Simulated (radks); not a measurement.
The numbers below are computed, except where a source is named.
Q: Ti+, configuration [Ar] 3d2 4s1. Code: a radial shooting solver on a logarithmic mesh with Libxc functionals. Model: scalar-relativistic Kohn-Sham, r2SCAN, spin-unpolarised, spherical densities, finite nucleus; meta-GGA in the generalised Kohn-Sham scheme; Fermi nuclear charge, rms radius 3.5921 fm. Some entries of the table are withheld. Estimate them.

orbital,occ.,eigenvalue (eV),<r> (bohr)
1s,2,-4896.565,0.06960
2s,2,(1),0.3240
2p,6,-456.6319,0.2896
3s,2,-72.2534,1.008
3p,6,(2),1.086
3d,2,-11.1375,1.520
4s,1,-10.2891,3.238

A: 
(1) 2s eigenvalue (eV): -551.7994
(2) 3p eigenvalue (eV): -47.4237
